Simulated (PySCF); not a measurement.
## C₆ coefficients of unlike pairs at UHF

Calculated with PySCF 2.14 from the dipole response of each species, C₆(A,B) = (3/π) ∫ α_A(iu) α_B(iu) du, in atomic units, from isotropic polarisabilities. For ions this is the dispersion term alone; charge-induced terms of lower order in 1/R come first.

```csv
species,configuration,basis,relativity,α (bohr³),C₆ (like pair)
Mg²⁺,[Ne] (1S),"aug-cc-pVQZ with one added diffuse shell each of s, p, d, f, g type (8s7p5d4f3g)",none,0.3148,0.2156
Dy³⁺,[Xe] 4f9 (6H),"x2c-TZVPPall with one added diffuse shell each of s, p, d, f type (12s8p8d5f2g)",spin-free X2C,5.064,27.13
Se²⁺,[Ar] 3d10 4s2 4p2 (3P),"x2c-QZVPPall with one added diffuse shell each of s, p, d, f type (12s9p6d5f1g)",spin-free X2C,9.585,45.45
Br³⁺,[Ar] 3d10 4s2 4p2 (3P),aug-cc-pVQZ-DK (8s7p5d3f2g),spin-free X2C,6.238,23.37
```

(1) Estimate C₆ for Br³⁺ with Se²⁺.

No spin-orbit coupling is included.

The other pairs:

```json
{"pair": "Dy³⁺, Mg²⁺", "C₆": "2.318"}
{"pair": "Se²⁺, Mg²⁺", "C₆": "2.548"}
{"pair": "Br³⁺, Dy³⁺", "C₆": "24.18"}
{"pair": "Se²⁺, Dy³⁺", "C₆": "32.96"}
{"pair": "Br³⁺, Mg²⁺", "C₆": "1.900"}
```

## Answers

(1) The integral gives 32.46. The combination rule 2 C_A C_B / (C_A α_B/α_A + C_B α_A/α_B) gives 32.44 and the geometric mean 32.59.
